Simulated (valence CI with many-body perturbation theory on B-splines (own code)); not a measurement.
# Which ion has this spectrum?

A relativistic CI+MBPT calculation for an atom or ion with 73 electrons gives these levels (cm⁻¹):

```tsv
J	Parity	E	g
1/2	even	0.0	3.20
3/2	even	1446	1.85
5/2	even	3055	1.65
7/2	even	4601	1.57
9/2	even	6065	1.53
5/2	even	6342	1.94
1/2	even	9005	2.35
3/2	even	9074	0.66
3/2	even	10743	1.43
5/2	even	11527	1.11
1/2	even	13046	0.46
5/2	even	13353	1.48
7/2	even	13636	1.19
3/2	even	14504	1.22
```

The energies are calculated, with errors of about 270 cm⁻¹, more in some levels.

Task: Which is it?
A. Ta
B. W+
C. Ir4+
D. Os3+

Result: B. W+, ground level 5d4.6s 6D_1/2.
